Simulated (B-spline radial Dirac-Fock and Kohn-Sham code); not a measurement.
**What relativity does to the binding energies of Pr⁴³⁺**

System: the Pr⁴³⁺ ion, configuration [Ne] 3s2 3p4.

Both columns are ΔSCF binding energies of the configuration average from a B-spline atomic structure program: non-relativistic Hartree-Fock with a point nucleus, and Dirac-Fock with a finite nucleus and the Coulomb interaction alone, averaged over the two j levels with weights 2j+1.

| shell | Hartree-Fock (eV) | Dirac-Fock (eV) | shift (eV) | shift (%) |
| --- | --- | --- | --- | --- |
| 1s | 42770.4 | 44904.8 | +2134.38 | +4.99 |
| 2s | 8910.4 | 9483.8 | +573.38 | +6.43 |
| 3s | 3508.8 | 3677.8 | +168.97 | +4.82 |
| 3p | 3388.3 | 3460.4 | +72.06 | +2.13 |

Relativity binds 1s, 2s, 3s, 3p more strongly, among those listed most of all 2s in relative terms.

Values without a named source are computed, but for edge energies of neutral atoms, which are taken from tables.
